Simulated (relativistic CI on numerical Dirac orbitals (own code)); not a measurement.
## Electric-dipole transitions in Dy28+

These numbers are calculated, not measured: Dirac-Coulomb-Breit CI, separate exchange-only KLI orbitals for each configuration, model QED, unscaled Slater integrals (own radial code, finite nucleus).

Configurations in the expansion (outside the closed core [Ar] 3d10): 4s²4p⁶4d², 4s²4p⁵4d³, 4s²4p⁶4d4f, 4s4p⁶4d³, 4s²4p⁵4d²4f, 4s4p⁶4d²4f, 4s²4p⁶4d5s, 4s²4p⁶4f5s, 4s²4p⁶4d5p, 4s²4p⁶4d5d, 4s²4p⁵4d²5s, 4s²4p⁶4d5f, 4s²4p⁶5s5p, 4s²4p⁶4d5g, 4s²4p⁶4d6s, 4s4p⁶4d²5s, 4s²4p⁶4d6d, 4s²4p⁶4d6g, 4s²4p⁶4f², 4s²4p⁵4f³, 4s4p⁶4f³, 4p⁶4d⁴, 4p⁵4d⁵, 4p⁵4d⁴4f, 4s²4p⁶4f5p, 4s²4p⁵4f²5p, 4s4p⁶4f²5p, 4s²4p⁶5s², 4s²4p⁵4f5s², 4s4p⁶4f5s², 4s²4p⁶5p², 4s²4p⁵4f5p², 4s4p⁶4f5p², 4p⁶4d³5s, 4p⁵4d⁴5s, 4p⁵4d³4f5s, 4s4p⁶4d5s², 4s4p⁵4d4f5s², 4p⁶4d4f5s². Double excitations out of closed p, d and f shells are left out; levels of such configurations are missing from the list, as are those of other unlisted configurations, and high levels can miss mixing partners. These lack a partner that the ground configuration has and come out too high: 4s²4p⁵4d²5s, 4s4p⁶4d²5s.

| λ vac (nm) | Lower | Upper | A (s⁻¹) | gf | Branching (%) |
| --- | --- | --- | --- | --- | --- |
| 5.9124 | 4s²4p⁶4d² ³F2 [1] | 4s²4p⁵4d³ ³D°1 [123] | 1.25e+12 | 1.97e+00 | 52.3 |
| 5.9401 | 4s²4p⁶4d² ³F3 [3] | 4s²4p⁵4d³ ³D°2 [131] | 6.25e+11 | 1.65e+00 | 26.1 |
| 5.9604 | 4s²4p⁶4d² ³F3 [3] | 4s²4p⁵4d³ ³F°4 [129] | 3.51e+11 | 1.68e+00 | 13.4 |
| 5.9692 | 4s²4p⁶4d² ³F3 [3] | 4s²4p⁵4d³ ³F°3 [128] | 4.54e+11 | 1.70e+00 | 17.3 |
| 6.0119 | 4s²4p⁶4d² ³P2 [4] | 4s²4p⁵4d³ ³S°1 [132] | 1.94e+12 | 3.16e+00 | 65.6 |
| 6.0410 | 4s²4p⁶4d² ³P1 [6] | 4s²4p⁵4d³ ³S°1 [132] | 9.88e+11 | 1.62e+00 | 33.3 |
| 6.0673 | 4s²4p⁶4d² ³P1 [6] | 4s²4p⁵4d³ ³D°2 [131] | 1.63e+12 | 4.49e+00 | 67.9 |
| 6.0680 | 4s²4p⁶4d² ³P2 [4] | 4s²4p⁵4d³ ³F°3 [128] | 1.07e+12 | 4.15e+00 | 40.9 |
| 6.0766 | 4s²4p⁶4d² ³F4 [5] | 4s²4p⁵4d³ ³F°4 [129] | 2.22e+12 | 1.10e+01 | 84.4 |
| 6.0857 | 4s²4p⁶4d² ³F4 [5] | 4s²4p⁵4d³ ³F°3 [128] | 9.88e+11 | 3.84e+00 | 37.6 |
| 6.1068 | 4s²4p⁶4d² ³P0 [2] | 4s²4p⁵4d³ ³D°1 [123] | 1.06e+12 | 1.77e+00 | 44.1 |
| 6.1387 | 4s²4p⁶4d² ³P2 [8] | 4s²4p⁵4d³ ¹D°2 [138] | 1.87e+12 | 5.29e+00 | 99.7 |
| 6.1434 | 4s²4p⁶4d² ³P2 [8] | 4s²4p⁵4d³ ³D°3 [137] | 2.01e+12 | 7.96e+00 | 96.2 |
| 6.1523 | 4s²4p⁶4d² ³F3 [3] | 4s²4p⁵4d³ ³D°3 [124] | 3.09e+11 | 1.23e+00 | 22.2 |
| 6.1537 | 4s²4p⁶4d² ¹G4 [7] | 4s²4p⁵4d³ ¹G°4 [135] | 2.35e+12 | 1.20e+01 | 92.3 |
| 6.1556 | 4s²4p⁶4d² ¹G4 [7] | 4s²4p⁵4d³ ¹F°3 [134] | 1.71e+12 | 6.82e+00 | 87.2 |
| 6.1616 | 4s²4p⁶4d² ¹G4 [7] | 4s²4p⁵4d³ ³G°5 [133] | 2.02e+12 | 1.26e+01 | 96.2 |
| 6.1675 | 4s²4p⁶4d² ³P2 [8] | 4s²4p⁵4d³ ¹P°1 [136] | 2.34e+12 | 4.00e+00 | 97.4 |
| 6.1805 | 4s²4p⁶4d² ¹S0 [9] | 4s²4p⁵4d³ ¹P°1 [139] | 2.14e+12 | 3.67e+00 | 99.0 |
| 6.2076 | 4s²4p⁶4d² ³F3 [3] | 4s²4p⁵4d³ ³D°2 [121] | 8.62e+11 | 2.49e+00 | 58.1 |
| 6.2410 | 4s²4p⁶4d² ³F2 [1] | 4s²4p⁵4d³ ³F°2 [109] | 9.45e+11 | 2.76e+00 | 98.5 |
| 6.2573 | 4s²4p⁶4d² ³P2 [4] | 4s²4p⁵4d³ ³D°3 [124] | 3.11e+11 | 1.28e+00 | 22.3 |
| 6.2762 | 4s²4p⁶4d² ³F4 [5] | 4s²4p⁵4d³ ³D°3 [124] | 7.66e+11 | 3.17e+00 | 55.0 |
| 6.3145 | 4s²4p⁶4d² ³P2 [4] | 4s²4p⁵4d³ ³D°2 [121] | 5.75e+11 | 1.72e+00 | 38.8 |
| 6.3216 | 4s²4p⁶4d² ³F2 [1] | 4s²4p⁵4d³ ³F°2 [105] | 1.07e+12 | 3.19e+00 | 90.1 |
| 6.3826 | 4s²4p⁶4d² ³F3 [3] | 4s²4p⁵4d³ ³G°4 [114] | 7.26e+11 | 3.99e+00 | 77.5 |
| 6.4073 | 4s²4p⁶4d² ³F3 [3] | 4s²4p⁵4d³ ³F°3 [113] | 8.52e+11 | 3.67e+00 | 61.8 |
| 6.4352 | 4s²4p⁶4d² ³F4 [5] | 4s²4p⁶4d4f ¹H°5 [119] | 1.75e+12 | 1.19e+01 | 96.1 |
| 6.4521 | 4s²4p⁶4d² ³F3 [3] | 4s²4p⁵4d³ ³G°4 [112] | 7.78e+11 | 4.37e+00 | 82.0 |
| 6.4542 | 4s²4p⁶4d² ³F3 [3] | 4s²4p⁵4d³ ³F°3 [111] | 4.37e+11 | 1.91e+00 | 82.4 |
| 6.4934 | 4s²4p⁶4d² ³P2 [4] | 4s²4p⁵4d³ ³D°2 [115] | 1.09e+12 | 3.43e+00 | 62.4 |
| 6.5213 | 4s²4p⁶4d² ³P2 [4] | 4s²4p⁵4d³ ³F°3 [113] | 5.13e+11 | 2.29e+00 | 37.2 |
| 6.5236 | 4s²4p⁶4d² ³P1 [6] | 4s²4p⁵4d³ ³P°1 [116] | 1.25e+12 | 2.39e+00 | 71.0 |
| 6.5724 | 4s²4p⁶4d² ³F2 [1] | 4s²4p⁶4d4f ³G°3 [100] | 1.80e+12 | 8.15e+00 | 98.1 |
| 6.5779 | 4s²4p⁶4d² ³F2 [1] | 4s²4p⁶4d4f ³D°1 [99] | 5.78e+11 | 1.13e+00 | 42.8 |
| 6.7104 | 4s²4p⁵4d³ ³H°6 [22] | 4s²4p⁵4d²4f ³I7 [396] | 4.04e+11 | 4.09e+00 | 32.1 |
| 6.8194 | 4s²4p⁶4d² ³P0 [2] | 4s²4p⁶4d4f ³D°1 [99] | 7.56e+11 | 1.58e+00 | 56.0 |
| 6.9758 | 4s²4p⁵4d³ ⁵F°5 [32] | 4s²4p⁵4d²4f ³H6 [391] | 6.70e+11 | 6.36e+00 | 60.8 |
| 6.9823 | 4s²4p⁵4d³ ⁵G°5 [19] | 4s²4p⁵4d²4f ⁵G6 [330] | 2.79e+11 | 2.65e+00 | 38.9 |
| 7.0045 | 4s²4p⁵4d³ ⁵G°6 [34] | 4s²4p⁵4d²4f ³I7 [396] | 7.49e+11 | 8.27e+00 | 59.6 |
| 7.0119 | 4s²4p⁵4d³ ³H°6 [22] | 4s²4p⁵4d²4f ⁵H7 [338] | 6.79e+11 | 7.51e+00 | 77.2 |
| 7.0854 | 4s²4p⁵4d³ ³G°5 [29] | 4s²4p⁵4d²4f ³H6 [363] | 3.67e+11 | 3.59e+00 | 56.8 |
| 7.2679 | 4s²4p⁵4d³ ⁵F°4 [16] | 4s²4p⁵4d²4f ⁵F5 [257] | 3.37e+11 | 2.94e+00 | 65.0 |
| 7.4784 | 4s²4p⁶4d² ³F3 [3] | 4s²4p⁵4d³ ³D°3 [83] | 1.93e+11 | 1.13e+00 | 57.0 |
| 7.7901 | 4s²4p⁶4d² ¹G4 [7] | 4s²4p⁵4d³ ³D°3 [87] | 2.75e+11 | 1.75e+00 | 91.6 |

Terms are leading LS components. Brackets give the number of a level in order of energy, since labels repeat. The list gives strong lines, with weight on those to low levels, without lines whose two gauges differ by over a factor of 2.5, among the lowest 400 of 7480 levels, so that lines to higher ones, which can be the strongest, are missing. Levels whose partners in the same complex of configurations lie outside the list can be far off, and so can their lines. Rates are taken at the computed energies, electric ones in the length gauge.

At this charge energies of transitions that change n are usually good to better than 1 %, and those within a shell (Δn = 0) to a few per cent. Terms inside the open d or f shell come out 10 to 20 % too wide with unscaled integrals.

LS names give the leading component of a level, which can be under half, so a name can repeat, a term be missing and a line seem to break the LS rules.
